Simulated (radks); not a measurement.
Question: Numerical settings for neutral hafnium, [Xe] 4f14 5d2 6s2. Method: Dirac Kohn-Sham, BLYP, spin-unpolarised, spherical densities, point nucleus; open shells fill j = l - 1/2 first; computed with a radial shooting solver on a logarithmic mesh with Libxc functionals. The defaults (mesh step 0.008 in ln r, mesh end at 40 bohr or more with all orbitals vanishing there, Anderson mixing 0.5 over 9 steps, residual threshold near 1e-9 with the energy settled to 1e-9 hartree or 1e-11 of itself, here a cap of 51 iterations) give E = -15098.6333 hartree and 5d3/2 at -2.686 eV in 15 iterations. Run on one thread of a shared host, so times are rough (Arm Neoverse V1): 0.22 s of CPU time, 0.22 s wall, 15 iterations on 2728 mesh points. One setting is changed at a time: mesh step in ln r 0.03; mesh step in ln r 0.12; mesh step in ln r 0.012; mesh end (bohr) 1; mesh end (bohr) 400; residual threshold 0.1; residual threshold 0.01; mixing 2.5; linear mixing, mixing 0.8; linear mixing, mixing 0.5; mixing history 20; iteration cap 2. Which runs fail to converge, and which converge to a wrong energy?

Answer: Not converged within the cap: mesh step in ln r 0.12; mesh end (bohr) 1; linear mixing, mixing 0.8; iteration cap 2. No run marked as converged misses the energy by more than 1 mhartree.
